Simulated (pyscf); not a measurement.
## Hydrogen shift: •HP–InH₂ (SMILES [PH][InH2]) → [H₂P–InH]• (SMILES [PH2][InH])

Gas phase, doublet surface, charge 0. Bonds broken: In1–H3. Bonds formed: P2–H3. PySCF, gas phase, ωB97X-D3(BJ)/def2-SVP geometries. MP2 and CC: frozen core, UHF for open shells. ΔMP2 is the change of the MP2 total energy from the triple- to the quadruple-zeta basis.

Transition state (Å):

```xyz
5

In    -0.7495    -1.2959     0.3763
P     -1.3517     1.0566     0.3075
H     -1.3031    -0.3391    -1.1174
H     -2.7137     0.6657     0.1406
H      0.3954    -2.4178     0.9763
```

One imaginary mode, 1512i cm⁻¹; descent along it reached the two sides named.

```
bond    change  reactant side (Å)  saddle  product side
------  ------  -----------------  ------  ------------
In1–H3  breaks              1.729   1.858           2.9
P2–H3    forms                3.7   1.995         1.428
```

Electronic energies relative to the reactant's lowest minimum found (kcal/mol):

```json
[
 {"level": "ωB97X-D3(BJ)/def2-TZVP", "barrier": "28.1", "reaction energy": "-13.4", "reverse barrier": "41.5"},
 {"level": "PBE/def2-TZVP", "barrier": "17.7", "reaction energy": "-16.5", "reverse barrier": "34.2"},
 {"level": "r²SCAN/def2-TZVP", "barrier": "21.4", "reaction energy": "-14.9", "reverse barrier": "36.2"},
 {"level": "B3LYP-D3(BJ)/def2-TZVP", "barrier": "23.1", "reaction energy": "-16.0", "reverse barrier": "39.2"},
 {"level": "PBE0-D3(BJ)/def2-TZVP", "barrier": "22.5", "reaction energy": "-15.2", "reverse barrier": "37.7"},
 {"level": "M06-2X/def2-TZVP", "barrier": "23.6", "reaction energy": "-17.9", "reverse barrier": "41.5"},
 {"level": "ωB97M-D3(BJ)/def2-TZVP", "barrier": "26.1", "reaction energy": "-14.9", "reverse barrier": "41.0"},
 {"level": "HF/def2-TZVP", "barrier": "40.1", "reaction energy": "-9.7", "reverse barrier": "49.8"},
 {"level": "MP2/def2-QZVPP", "barrier": "25.5", "reaction energy": "-14.9", "reverse barrier": "40.4"},
 {"level": "CCSD/def2-TZVPP", "barrier": "27.8", "reaction energy": "-12.8", "reverse barrier": "40.5"},
 {"level": "CCSD(T)/def2-TZVPP", "barrier": "24.8", "reaction energy": "-13.4", "reverse barrier": "38.1"},
 {"level": "CCSD(T)/def2-TZVPP + ΔMP2(QZVPP)", "barrier": "23.8", "reaction energy": "-13.7", "reverse barrier": "37.4"}
]
```

With CCSD(T)/def2-TZVPP + ΔMP2(QZVPP) energies and thermal terms (ideal gas, 1 atm, RRHO with modes under 100 cm⁻¹ raised to 100, one conformer, R ln 2 for rigid chiral ones), in kcal/mol:

| T (K) | ΔH‡ | ΔG‡ | ΔH | ΔG |
|---|---|---|---|---|
| 298 | 22.8 | 23.5 | -12.3 | -12.2 |
| 600 | 22.2 | 24.5 | -12.5 | -12.1 |
| 900 | 21.7 | 25.7 | -12.7 | -11.8 |
| 1200 | 21.1 | 27.1 | -12.9 | -11.5 |

One saddle was located; it need not be the lowest between these sides. The CCSD(T) − MP2 part came from Ansatz, without density fitting, on the same reference. The frozen core leaves the outer d or s,p core shells of the metals and heavy elements correlated in the MP2 and CC values, and def2-TZVPP describes them poorly, which can shift differences by a few kcal/mol. Elements past Kr carry the def2 core potentials, without spin-orbit coupling.
